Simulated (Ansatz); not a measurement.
`C=N[SiH](N)F` + `C[SiH2]C=N` → `N=C[SiH](N)F` + `C=N[SiH2]C`  (redistribution)

Calculated with Ansatz (gas phase, PBE0-D4/def2-TZVP geometries, no zero-point term in ΔE). CBS: MP2 limit from def2 TZ/QZ plus the TZ coupled-cluster correction, frozen cores. DFT in def2-TZVPP. One conformer a species, not always the lowest.

| level | ΔE (kcal/mol) |
| --- | --- |
| B97M-V | 1.0 |
| r2SCAN0-D4 | 1.5 |
| CAM-B3LYP | 1.3 |
| MP2/def2-SVP | 0.8 |

(1) What does CCSD(T)/CBS give? (An estimate is asked.)

(2) What do rigid-rotor, harmonic-oscillator terms from PBE0-D4/def2-TZVP frequencies (298.15 K, 1 bar) make of the CCSD(T)/CBS value? (Estimate.)

Largest T1 diagnostic among the species: 0.012.

Results:

(1) The calculation gave: +1.3 kcal/mol. The listed levels differ from it by -0.3, 0.2, 0.0, -0.5 kcal/mol.

(2) Computed: ΔZPE = +0.5 kcal/mol, ΔH = +1.5 kcal/mol, ΔS = -16 J/(mol·K), ΔG = +2.6 kcal/mol.

Leaving LDA and LC-ωPBE aside and taking each functional with its dispersion term where it has one, the values, not all of them listed here, spread over 0.7 kcal/mol, from BLYP-D4 to r2SCAN0-D4.

CCSD(T)/CBS has its own doubt, a few kJ/mol and more with outer-core shells, so smaller differences from it don't rank the levels.
